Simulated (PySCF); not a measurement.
silicon monosulfide (SSi), SMILES [Si]=S (connectivity only; charge and spin as stated), neutral, multiplicity 1.

Geometry optimised at PBE-D3(BJ)/def2-TZVPD.

Two levels are set side by side: PBE/def2-TZVPD (PySCF) and CAM-B3LYP/def2-TZVPD (PySCF). Same geometry, gas phase. Differences are taken from unrounded values.

```
quantity                     CAM-B3LYP    PBE  PBE minus CAM-B3LYP
---------------------------  ---------  -----  -------------------
orbital gap (eV)                  8.00   3.77                -4.23
highest occupied level (eV)      -9.36  -6.97                 2.39
lowest empty level (eV)          -1.35  -3.20                -1.84
dipole moment (D)                 2.03   1.61                -0.42
mean polarisability (bohr³)       49.9   51.1                  1.2
```

PBE's occupied levels lie high since its potential decays too fast outside the molecule; exact exchange lowers them and widens the gap. Differences between two approximate levels are no errors against the true value.

Rough cost on one machine, each run with all the roots and properties that it gave: CAM-B3LYP against PBE within a factor of 2.
